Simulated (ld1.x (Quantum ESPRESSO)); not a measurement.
**What the settings do to the PAW potential of platinum (Pt)**

Base potential:

ld1.x (Quantum ESPRESSO) 7.5 input, shortened:

```
&input
   title='Pt', zed=78., rel=2, dft='PBE', iswitch=3,
   config='[Xe] 4f14 5d7 6s0 6p0', rel_dist='average'
 /
 &inputp
   pseudotype=3, lpaw=.true., tm=.true., lloc=-1, rcloc=2.15,
   nlcc=.true., new_core_ps=.true.,
   which_augfun='BESSEL', rmatch_augfun=1.00
 /
6
6S  1  0   0.00   0.00  1.55  2.15  0.0
6S  1  0   0.00   1.45  1.55  2.15  0.0
5P  2  1   6.00   0.00  1.75  1.85  0.0
6P  3  1   0.00   0.00  1.75  1.85  0.0
5D  3  2   7.00   0.00  1.15  1.35  0.0
5D  3  2   0.00  -0.20  1.15  1.35  0.0
 &test
   configts(1)='5p6 5d7 6s0 6p0'
 /
```

Open shells are filled in proportion to 2j + 1 (rel_dist='average').

Cutoffs, loose and tight: the cutoffs (Ry, on a coarse ladder) from which the occupation-weighted sum of valence levels, in a spherical-Bessel basis at the reference potential, stays within 10 and 1 mRy of its value at 400 Ry. They do not see the model core or the augmentation charge, which bear on the density cutoff. Test errors are all-electron minus pseudo excitation energies from the reference, over the configurations 5p6 5d9 6s1 6p0; 5p6 5d9 6s0 6p0; 5p6 5d8 6s0 6p0; 5p5 5d9 6s1 6p0; 5p6 5d10 6s0 6p0; 5p6 5d8 6s1 6p1; 5p6 5d9 6s0 6p1. A dash means not determined; rows that change the core or the reference have their own tests. The largest error is taken over the tests solved by every variant that gives reliable tests at all: 5p6 5d8 6s0 6p0; 5p6 5d9 6s0 6p0; 5p6 5d9 6s1 6p0.

Cutoffs are not given where the Bessel-basis levels miss the radial ones by over 6 mRy, ghosts where they miss by over 20 mRy; a channel whose overlap is not positive is not tested.

| change | outcome | bound ghosts | largest test error (meV) |
| --- | --- | --- | --- |
| base | generated | not determined | -22 |
| local potential all-electron potential smoothed inside 0.86 bohr (lloc = -1) | generated | not determined | -85 |
| local potential all-electron potential smoothed inside 1.06 bohr (lloc = -1) | generated | not determined | +27 |
| local potential all-electron potential smoothed inside 1.16 bohr (lloc = -1) | generated | not determined | +7.2 |
| local potential all-electron potential smoothed inside 1.44 bohr (lloc = -1) | generated | not determined | -17 |
| local potential all-electron potential smoothed inside 1.60 bohr (lloc = -1) | generated | not determined | -16 |
| local potential all-electron potential smoothed inside 1.74 bohr (lloc = -1) | generated | not determined | test run stopped at test 1 of 7 (negative rho) |
| local potential all-electron potential smoothed inside 1.98 bohr (lloc = -1) | generated | not determined | -21 |
| local potential all-electron potential smoothed inside 2.14 bohr (lloc = -1) | generated | not determined | -22 |
| local potential all-electron potential smoothed inside 2.28 bohr (lloc = -1) | generated | not determined | -22 |
| local potential all-electron potential smoothed inside 2.50 bohr (lloc = -1) | generated | not determined | -22 |
